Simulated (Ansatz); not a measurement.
```csv
atom,x (Å),y (Å),z (Å)
C,0.0393,-0.0309,-0.0016
F,0.7939,0.7959,0.7572
F,0.7448,-0.7668,-0.7124
F,-0.7321,0.7442,-0.7985
F,-0.7794,-0.7377,0.8000
```

Basis set: STO-3G (spherical functions). Frozen core: 5 orbitals. Charge 0, multiplicity 1.

Computed with Ansatz (development build ahead of 0.2.0); each method stands on the lowest determinant of its kind that the runs found. Restricted open shells among the atoms or ions are ROHF, correlated in semicanonical orbitals with singles.

The atomization energy at this shape (free ground-state atoms in the same class of orbitals less the molecule, no zero-point energy) of singlet CF₄:

```
 method  atomization energy
RHF-MP2     323.88 kcal/mol
```

Problem. What does RHF give?

Solution. 261.11 kcal/mol.

This basis has no polarisation functions and is too small for such energies, which can lie far from measured ones in either direction.
